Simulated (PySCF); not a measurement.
A GIAO shielding run with PySCF 2.14.0 with density-fitted response routines (density fitting, non-relativistic, gas phase) on `ClC[Si@H](Cl)CC1CC1`, C5H10Cl2Si:

```
$ OMP_NUM_THREADS=1 python probes_run.py task.json out

{"job": {"kind": "nmr", "xc": "PBE0", "basis": "pcSseg-1"}, "charge": 0, "multiplicity": 1}
Cl     1.747008     2.415797     0.408245
C      2.114733     0.916179    -0.488659
Si     1.730647    -0.602795     0.614225
Cl     2.218981    -2.238016    -0.471502
C     -0.125817    -0.625141     1.043924
C     -1.018752    -0.659771    -0.178510
C     -2.429989    -0.165182    -0.077472
C     -1.411980     0.621338    -0.847504
H      3.163447     0.974716    -0.773076
H      1.510477     0.942281    -1.393353
H      2.570680    -0.552742     1.809303
H     -0.374289     0.256367     1.635760
H     -0.345650    -1.494066     1.669014
H     -0.846969    -1.515777    -0.820264
H     -2.762722     0.229015     0.870667
H     -3.201078    -0.685824    -0.624228
H     -1.488233     0.643510    -1.924295
H     -1.059254     1.546431    -0.417220
```

Hardware: 1 thread of an Arm Neoverse V2, shared host. The job also computes population analyses, field gradients, ring-centre shieldings.

Task: How large is the calculation?

Result: 88 electrons, 207 basis functions and 1142 auxiliary functions.

Task: How long does it take, and how much memory does it need?

Result: 36 s of wall time, with 12 SCF cycles and 4 response iterations; peak memory 0.93 GiB. Times on a shared host scatter by some tens of per cent.
